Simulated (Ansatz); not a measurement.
The cluster K₆F₅⁺. Total charge 1; singlet. Geometry PBE0-D4/def2-SVP, basis def2-TZVP, Ansatz.

```xyz
11

K    -0.408   -1.573    2.512
K     0.705    1.875   -2.893
K     1.908    1.247    1.936
K     1.070   -1.053   -0.835
K    -1.477    1.330    0.575
K    -2.213   -1.663   -2.172
F    -0.384   -0.264   -2.849
F     1.763   -1.152    1.460
F     0.865    1.574   -0.474
F    -0.412    0.878    2.648
F    -1.416   -1.200    0.092
```

| run | HOMO (eV) | LUMO (eV) |
| --- | --- | --- |
| A | -8.30 | -4.03 |
| B | -10.14 | -3.45 |
| C | -8.62 | -3.33 |
| D | -13.01 | -2.28 |

LC-ωPBE has ω = 0.4 bohr⁻¹. The structure comes from a short search, and lower isomers may exist.

Problem. The runs used LC-ωPBE, PBE, PBE0, r2SCAN. Estimate which is which.

Solution. A PBE (0 % exact exchange); B PBE0 (25 % exact exchange); C r2SCAN (0 % exact exchange); D LC-ωPBE (range-separated). Exact exchange lowers occupied and raises empty levels; among semilocal functionals meta-GGAs tend to open the gap a little, and such runs are hard to tell apart. The gap grows from 4.26 eV (PBE) to 10.73 eV (LC-ωPBE).
